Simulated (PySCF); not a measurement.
Excitations are Tamm–Dancoff values on a coarser integration grid. The basis has no diffuse functions, so Rydberg states are missing or too high.

Z-matrix (Å, degrees):
```
C
C 1 1.3872
C 2 1.4708 1 117.00
C 3 1.3677 2 117.26 1 0.00
H 4 1.0996 3 122.53 2 180.00
H 3 1.1042 4 122.76 5 0.00
C 1 1.4708 2 117.00 3 180.00
C 7 1.3677 1 117.26 2 0.00
H 8 1.0996 7 122.53 1 180.00
H 7 1.1042 8 122.76 9 0.00
Si 8 1.8826 9 130.45 7 180.00
H 11 1.5063 8 114.19 9 -62.62
H 11 1.5063 12 108.20 2 127.18
Si 4 1.8826 5 130.45 3 180.00
H 14 1.5063 4 114.19 5 62.62
H 14 1.5063 15 108.20 1 -127.18
```
Charge 0, multiplicity 1.

Q: What HOMO, dipole moment, T1 excitation (TDA), hole reorganisation energy (four-point), adiabatic ionisation energy (no zero-point term), LUMO, S1 oscillator strength and HOMO–LUMO gap does PBE-D3(BJ)/def2-TZVP // PBE-D3(BJ)/def2-SVP (PySCF) give?

A: 
- HOMO: -5.33 eV
- dipole moment: 0.00 D
- T1 excitation (TDA): 1.75 eV
- hole reorganisation energy (four-point): 0.388 eV
- adiabatic ionisation energy (no zero-point term): 7.63 eV
- LUMO: -3.11 eV
- S1 oscillator strength: 0.188
- HOMO–LUMO gap: 2.22 eV
